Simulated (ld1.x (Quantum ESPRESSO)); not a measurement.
The numbers below are computed, except where a source is named.
# Hardness and transferability of assorted potentials

Generated with ld1.x 7.5 (TM, RRKJ, ultrasoft, PAW), atompaw 4.2 or ONCVPSP 4.0.1. The cutoff is in Ry: for ld1.x and atompaw files where the sum of valence levels is converged to 10 mRy in a Bessel basis, for ONCV files where the hardest occupied wave has 1 mHa per electron of residual kinetic energy. The error is the largest all-electron minus pseudo excitation energy over each file’s own four to seven test configurations (ionisations up to +4, promotions, holes and added fractions of an electron), all of which were solved. The labels leave out finer settings (local radius, basis sizes, second energies), which also bear on the numbers. Spin-polarised tests are not counted. The rows are a selection from randomly drawn settings: files with unsolved tests, undetermined cutoffs or missed reference levels are left out.

| element | potential | cutoff (Ry) | largest error (meV) | bound ghosts |
| --- | --- | --- | --- | --- |
| F | TM semilocal, LDA (PZ), non-relativistic, rc 0.75/0.90/0.80 (spd), local p, core correction no, reference 2s1.5 2p5.5 | 160 | +170 | none |
| Si | RRKJ, PBE, scalar-relativistic, rc 1.35/2.35 (sp), local s, core correction yes, reference 3s2 3p2 | 35 | +90 | none |
| S | TM, PBE, non-relativistic, rc 1.45/1.55 (sp), local p, core correction no, reference 3s2 3p4 | 35 | +62 | none |
| Sr | RRKJ, LDA (PZ), scalar-relativistic, rc 2.90/3.70/3.35 (spd), local s, core correction no, reference 4d1 5s1 5p0 | 10 | +232 | none |
| Tm | RRKJ, LDA (PZ), scalar-relativistic, rc 3.20/3.05/2.10/3.05 (spdf), local s, core correction yes, reference 5d2 6s1 6p0 | 18 | -215 | none |

(1) Fill in the row for Zr: TM, PBE, scalar-relativistic, rc 3.40/2.90/2.25 (spd), local s, core correction no, reference 4d3 5s1 5p0.

(2) Fill in the row for S: PAW, PBE, scalar-relativistic, rc 1.40/1.40 (sp), local smoothed, core correction yes, reference 3s2 3p4.

(3) Fill in the row for Ge: ultrasoft, PBEsol, fully relativistic, rc 1.92/2.40 (sp), local smoothed, core correction yes, reference 4s2 4p2.

Results:

(1) cutoff 30 Ry, largest error +69 meV, bound ghosts: none.

(2) cutoff 18 Ry, largest error -33 meV, bound ghosts: none.

(3) cutoff 8 Ry, largest error -331 meV, bound ghosts: none.
